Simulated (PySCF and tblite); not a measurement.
Values are calculated unless marked as measured or tabulated.
Conformers and averaged properties: C₈H₁₂BF, numbered as in [CH2:1]=[CH:2]/[CH:3]=[CH:4]\[C:5]([F:6])=[CH:7]\[B:8]([CH3:9])[CH3:10]

Geometries GFN2-xTB; weights from PBE0-D3(BJ)/def2-SVP energies and GFN2-xTB thermal corrections, with symmetry numbers and mirror pairs. Conformers within 2.5 kcal/mol (GFN2-xTB free energy) were kept, 4 at most. GIAO shieldings: KT2/6-31G*. Shifts are against CFCl3 (¹⁹F) at the same level. Codes: tblite and PySCF.

Torsions listed: C1–C2–C3–C4, C3–C4–C5–F6, C5–C7–B8–C9. Of a mirror pair one member is shown.

| conformer | shape | symmetry | E(GFN2) kcal/mol | E(DFT) kcal/mol | G(298.15 K) kcal/mol | weight % | dipole D |
| --- | --- | --- | --- | --- | --- | --- | --- |
| 1 | -179°, 0°, 15° | C1 (pair) | 0.00 | 0.00 | 0.00 | 99.6 | 1.82 |
| 2 | 171°, 152°, 166° | C1 (pair) | 0.98 | 3.32 | 3.31 | 0.4 | 2.23 |

Weights (%) against temperature:

```
 T (K)     1    2  S(mix) cal/mol/K
   250  99.9  0.1              1.40
298.15  99.6  0.4              1.43
   350  99.2  0.8              1.47
```

Averaged shifts at 298.15 K. ¹⁹F: -109.3 (F6) ppm.

Coordinates of conformer 1 (Å):

```xyz
22

C     4.510   -0.057   -1.064
C     3.217   -0.049   -0.737
C     2.334   -1.126   -1.094
C     1.012   -1.244   -0.852
C     0.113   -0.333   -0.193
F     0.651    0.820    0.264
C    -1.202   -0.561    0.002
B    -2.236    0.358    0.699
C    -1.938    1.879    0.989
C    -3.634   -0.268    1.084
H     4.950   -0.873   -1.615
H     5.168    0.751   -0.795
H     2.812    0.786   -0.187
H     2.809   -1.941   -1.629
H     0.514   -2.140   -1.200
H    -1.542   -1.519   -0.371
H    -2.820    2.447    1.276
H    -1.224    1.957    1.810
H    -1.469    2.383    0.147
H    -3.599   -1.341    1.266
H    -4.095    0.207    1.947
H    -4.321   -0.118    0.250
```

Unscaled ¹⁹F shifts at such levels can be off by tens of ppm; differences between conformers or isomers are more reliable.

Search and properties took 2.2 min on 1 thread of Arm Neoverse V1, on a host shared with other jobs (rough), launched as `OMP_NUM_THREADS=1 python ens_run.py task.json out`.
